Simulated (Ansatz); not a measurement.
Ideal-gas functions of `O=C(O)[Se][GaH2]` at 600 K and 1 bar, from an Ansatz frequency run at PBE0-D4/def2-TZVP.

Molar mass 195.72 g/mol, point group Cs (symmetry number 1), electronic degeneracy 1, moments of inertia 165.441, 309.838, 467.391 u Å². Harmonic wavenumbers (cm⁻¹, unscaled): 61, 168, 251, 351, 387, 399, 410, 462, 618, 630, 664, 727, 1013, 1232, 1865, 2000, 2007, 3748.

Use S(trans) = R[1.5 ln M + 2.5 ln T − 1.1517]; rotational temperatures θ = 24.2544 K / I; S(rot) = R[ln(√π/σ · √(T³/θAθBθC)) + 1.5]; for each mode x = 1.438777 ν̃/T, S = R[x/(eˣ − 1) − ln(1 − e⁻ˣ)] and H = RT x/(eˣ − 1); 1 cm⁻¹ = 0.0119627 kJ/mol; R = 8.31446 J/(mol·K).

**Question.** By hand: the entropy, in J/(mol·K).

**Answer.** Translation 189.2. Rotation: θ = 0.1466, 0.0783, 0.0519 K, giving 127.9. Vibration, mode by mode: 24.30, 15.93, 12.66, 9.99, 9.23, 8.99, 8.78, 7.88, 5.77, 5.63, 5.27, 4.67, 2.72, 1.80, 0.53, 0.40, 0.40, 0.01, in all 124.9. Electronic 0.0. Sum 442.0 J/(mol·K).

**Question.** By hand: H − E and G − E in kJ/mol, counted from the electronic energy.

**Answer.** Zero-point energy ½ × 16993 × 0.0119627 = 101.6; thermal vibration 38.0; translation, rotation and pV give 4 RT = 20.0. H − E = 159.6 kJ/mol, and G − E = 159.6 − 600 × 442.0/1000 = -105.6 kJ/mol.

Vibration gives 28 % of the entropy, 24.3 J/(mol·K) of it from the mode under 150 cm⁻¹: soft modes count most, and the harmonic formula is weakest for them. The sum counts one conformer and one mirror image; others add a mixing term.
